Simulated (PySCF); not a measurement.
# How methods differ on the excitation energy of Cs

Cs [Xe] 6s1 (2S) → Cs [Xe] 5d1 (2D), as a difference of total energies. All numbers are calculated (PySCF 2.14, scalar relativity by spin-free X2C-1e, in x2c-TZVPPall with one added diffuse shell each of s, p, d type (12s8p7d2f1g, 94 functions)). Correlated levels: valence and next inner shell: [Kr] 4d10 frozen. The calculations carry no spin-orbit coupling.

| method | excitation energy (eV) |
| --- | --- |
| UHF | 1.716 |
| LDA | 1.610 |
| PBE | 1.472 |
| PBE0 | 1.519 |
| r2SCAN | 1.467 |
| M06-2X | 1.623 |
| B3LYP | 1.547 |
| LC-wPBE | 1.653 |
| MP2 (valence and next inner shell) | 1.846 |
| SCS-MP2 (valence and next inner shell) | 1.820 |

**Question.** How much does correlation contribute at MP2 (valence and next inner shell)?

**Answer.** 1.846 − (1.716) = 0.130 eV, measured against UHF.

Errors of the correlated levels include the incompleteness of this basis and the frozen core.

For comparison: 1.805 eV (measured; NIST levels, between the centres of gravity of the two terms).
